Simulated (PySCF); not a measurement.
sulfur trioxide anion (O3S), SMILES O=S(=O)=O (connectivity only; charge and spin as stated), charge -1, multiplicity 2. Atoms are numbered in the order given.

```xyz
4

O      1.2700    -0.7333    -0.1561
S      0.0000     0.0000     0.2342
O     -1.2700    -0.7333    -0.1561
O      0.0000     1.4665    -0.1561
```
Charge -1, spin multiplicity 2.

Geometry: B3LYP-D3(BJ)/def2-SVPD. The multiplicity is an assumed one; other spin states were not compared.

Level of theory: M06-2X/def2-TZVPD (PySCF).

Mulliken values depend strongly on the basis, most of all with diffuse functions as here. Atomic charges (e):

```tsv
atom	meta-Löwdin	Mulliken	Mulliken spin
O1	?	-0.60	0.15
S2	?	0.79	0.56
O3	?	-0.60	0.15
O4	?	-0.60	0.15
```

Problem. Complete the blanks. (The exact figures need the calculation; the answer reports its results.)

Solution. 
- O1, meta-Löwdin: -0.88
- S2, meta-Löwdin: 1.63
- O3, meta-Löwdin: -0.88
- O4, meta-Löwdin: -0.88
